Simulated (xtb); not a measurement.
xtb input (GFN1-xTB):

```bash
xtb mol.xyz --gfn 1 --opt tight --chrg 0 --uhf 0
```
mol.xyz:
```
3

C     -1.06882301     0.52844032     0.04631452
Cl     0.47894281    -0.16539043    -0.01430365
H     -1.72908970    -0.35900451    -0.03472507
```

Output:

```
           -------------------------------------------------
          |                Calculation Setup                |
           -------------------------------------------------

           -------------------------------------------------
          |                 G F N 1 - x T B                 |
           -------------------------------------------------

        Reference                      10.1021/acs.jctc.7b00118
      * Hamiltonian:
        H0-scaling (s, p, d)           1.850000    2.250000    2.000000
        zeta-weighting                 0.000000
      * Dispersion:
        s8                             2.400000
        a1                             0.630000
        a2                             5.000000
        s9                             0.000000
      * Repulsion:
        kExp                           1.500000
        rExp                           1.000000
      * Coulomb:
        alpha                          2.000000
        third order                    atomic
        anisotropic                    false
      * Halogen bond correction:
        rad-scale                      1.300000
        damping                        0.440000

          ...................................................
          :                      SETUP                      :
          :.................................................:
          :  # basis functions                  16          :
          :  # atomic orbitals                  15          :
          :  # shells                            7          :
          :  # electrons                        12          :
          :  # halogen bonds                     0          :
          :  max. iterations                   250          :
          :  Hamiltonian                  GFN1-xTB          :
          :  restarted?                      false          :
          :  GBSA solvation                  false          :
          :  PC potential                    false          :
          :  electronic temp.          300.0000000     K    :
          :  accuracy                    1.0000000          :
          :  -> integral cutoff          0.2500000E+02      :
          :  -> integral neglect         0.1000000E-07      :
          :  -> SCF convergence          0.1000000E-05 Eh   :
          :  -> wf. convergence          0.2000000E-04 e    :
          :  Broyden damping             0.4000000          :
          :  net charge                          0          :
          :  unpaired electrons                  0          :
          ...................................................

 iter      E             dE          RMSdq      gap      omega  full diag
   1     -6.7809454 -0.678095E+01  0.458E+00    1.53       0.0  T
   2     -6.7834376 -0.249222E-02  0.262E+00    1.50       1.0  T
   3     -6.7838000 -0.362444E-03  0.367E-01    1.46       1.0  T
   4     -6.7838655 -0.654928E-04  0.543E-02    1.47       1.1  T
   5     -6.7838684 -0.285769E-05  0.133E-03    1.48      43.3  T
   6     -6.7838684  0.369340E-10  0.976E-04    1.48      59.1  T
   7     -6.7838684 -0.153787E-09  0.442E-06    1.48   13060.8  T
[...]
      -------------------------------------------------------------
                  HL-Gap            0.0504121 Eh            1.3718 eV
             Fermi-level           -0.3583725 Eh           -9.7518 eV

 SCC (total)                   0 d,  0 h,  0 min,  0.002 sec
 SCC setup                      ...        0 min,  0.000 sec (  3.417%)
 Dispersion                     ...        0 min,  0.000 sec (  0.899%)
 classical contributions        ...        0 min,  0.000 sec (  0.348%)
 integral evaluation            ...        0 min,  0.001 sec ( 37.771%)
 iterations                     ...        0 min,  0.000 sec ( 13.159%)
 molecular gradient             ...        0 min,  0.001 sec ( 39.643%)
 printout                       ...        0 min,  0.000 sec (  4.218%)

         :::::::::::::::::::::::::::::::::::::::::::::::::::::
         ::                     SUMMARY                     ::
         :::::::::::::::::::::::::::::::::::::::::::::::::::::
         :: total energy              -6.762141925961 Eh    ::
         :: gradient norm              0.000134774149 Eh/a0 ::
         :: HOMO-LUMO gap              1.371782149421 eV    ::
         ::.................................................::
         :: SCC energy                -6.792708425443 Eh    ::
         :: -> electrostatic           0.000212672674 Eh    ::
         :: repulsion energy           0.031009199307 Eh    ::
         :: dispersion energy         -0.000442699825 Eh    ::
         :: halogen bond corr.         0.000000000000 Eh    ::
         :: add. restraining           0.000000000000 Eh    ::
         :: total charge              -0.000000000000 e     ::
         :::::::::::::::::::::::::::::::::::::::::::::::::::::

           -------------------------------------------------
          |                Property Printout                |
           -------------------------------------------------

    * Orbital Energies and Occupations

         #    Occupation            Energy/Eh            Energy/eV
      -------------------------------------------------------------
         1        2.0000           -0.9258071             -25.1925
         2        2.0000           -0.6006217             -16.3437
         3        2.0000           -0.5324635             -14.4891
         4        2.0000           -0.4997193             -13.5981
         5        2.0000           -0.4822075             -13.1215
         6        2.0000           -0.3835785             -10.4377 (HOMO)
         7                         -0.3331665              -9.0659 (LUMO)
         8                         -0.1575395              -4.2869
         9                         -0.0728019              -1.9810
        10                         -0.0552316              -1.5029
        11                         -0.0548725              -1.4932
        12                         -0.0355435              -0.9672
        13                         -0.0157336              -0.4281
        14                          0.2845408               7.7428
        15                          0.3697645              10.0618
      -------------------------------------------------------------
                  HL-Gap            0.0504121 Eh            1.3718 eV
             Fermi-level           -0.3583725 Eh           -9.7518 eV

  Mulliken/CM5 charges         n(s)   n(p)   n(d)
     1C    -0.03281 -0.07935   1.426  2.607  0.000
     2Cl    0.03344  0.02879   1.931  5.011  0.025
     3H    -0.00063  0.05055   1.001  0.000  0.000

Wiberg/Mayer (AO) data.
largest (>0.10) Wiberg bond orders for each atom

 ---------------------------------------------------------------------------
     #   Z sym  total        # sym  WBO       # sym  WBO       # sym  WBO
 ---------------------------------------------------------------------------
     1   6 C    2.574 --     2 Cl   1.542     3 H    1.032
     2  17 Cl   1.560 --     1 C    1.542
     3   1 H    1.050 --     1 C    1.032
 ---------------------------------------------------------------------------

Topologies differ in total number of bonds
Writing topology from bond orders to xtbtopo.mol

 dipole moment from electron density (au)
     X       Y       Z
   0.1109  -0.6500  -0.0586  total (Debye):    1.683

           -------------------------------------------------
          |                Geometry Summary                 |
           -------------------------------------------------

      molecular mass/u    :       48.4716142
   center of mass at/Å    :        0.0598025       0.0116395       0.0011308
  moments of inertia/u·Å² :        0.9664212E+00   0.2674149E+02   0.2770791E+02
rotational constants/cm⁻¹ :        0.1744336E+02   0.6303924E+00   0.6084050E+00

 * 1 selected distances

     #   Z          #   Z                                           value/Å
Note: The following floating-point exceptions are signalling: IEEE_DENORMAL
normal termination of xtb
     1   6 C        2  17 Cl                                      1.6405744 (max)

 * 1 distinct bonds (by element types)

   Z      Z             #   av. dist./Å        max./Å        min./Å
   6 C   17 Cl          1     1.6405744     1.6405744     1.6405744

optimized geometry written to: xtbopt.xyz

           -------------------------------------------------
          | TOTAL ENERGY               -6.762141925961 Eh   |
          | GRADIENT NORM               0.000134774149 Eh/α |
          | HOMO-LUMO GAP               1.371782149421 eV   |
           -------------------------------------------------

------------------------------------------------------------------------
------------------------------------------------------------------------
 total:
 SCF:
 ANC optimizer:
```
